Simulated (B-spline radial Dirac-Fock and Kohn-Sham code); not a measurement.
## The L3 (2p3/2) hole of gadolinium ions: width and yield against charge

The computed values come from an atomic code on a B-spline grid: a relativistic independent-particle model: LDA orbitals of the hole state, radiative multipoles to third order, Auger rates from the Coulomb interaction with a continuum orbital, Dirac-Fock energies. Tabulated ground configurations, configuration averages; single configurations, so decays that open only by mixing (as 1s 2s² with 1s 2p² in Be-like ions) are missing and such tiny yields are far too low.

```tsv
ion	configuration	radiative (eV)	non-radiative (eV)	yield
Gd	[Xe] 4f7 5d1 6s2	0.621	3.11	0.166
Gd⁺	[Xe] 4f7 5d1 6s1	0.621	3.11	0.166
Gd²⁺	[Xe] 4f7 5d1	0.621	3.11	0.166
Gd³⁺	[Xe] 4f7	0.620	3.11	0.166
Gd⁴⁺	[Xe] 4f6	0.621	3.12	0.166
Gd⁵⁺	[Kr] 4d10 4f6 5s2 5p5	0.622	3.12	0.166
Gd⁶⁺	[Kr] 4d10 4f6 5s2 5p4	0.622	3.12	0.166
Gd⁷⁺	[Kr] 4d10 4f6 5s2 5p3	0.622	3.11	0.167
```
